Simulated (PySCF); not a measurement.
How methods differ on the ionisation energy of Si²⁺

Si²⁺ [Ne] 3s2 (1S) → Si³⁺ [Ne] 3s1 (2S), as a difference of total energies. Computed with PySCF 2.14 in dyall-acv3z (19s12p6d4f, 113 functions), with scalar relativity by spin-free X2C-1e. Correlated levels: valence: [Ne] frozen; valence and next inner shell: 1s2 frozen; virtual orbitals above 40 to 60 times the deepest correlated orbital energy dropped. The calculations carry no spin-orbit coupling.

```tsv
method	ionisation energy (eV)
UHF	32.019
LDA	33.589
PBE	33.447
PBE0	33.309
r2SCAN	32.936
M06-L	33.333
BLYP	33.537
TPSSh	33.224
MP2 (valence and next inner shell)	33.203
SCS-MP2 (valence and next inner shell)	33.321
```

Problem. Estimate what MP2 (valence) gives.

Solution. 32.911 eV, closest to r2SCAN among the rows shown.

Problem. Estimate what SCS-MP2 (valence) gives.

Solution. 33.090 eV, closest to MP2 (valence and next inner shell) among the rows shown.

Errors of the correlated levels include the incompleteness of this basis and the frozen core.

MP2 underrates the near-degeneracy of ns² with np² in the lower species.

For comparison: 33.493 eV (measured; NIST Atomic Spectra Database, ionization energies).
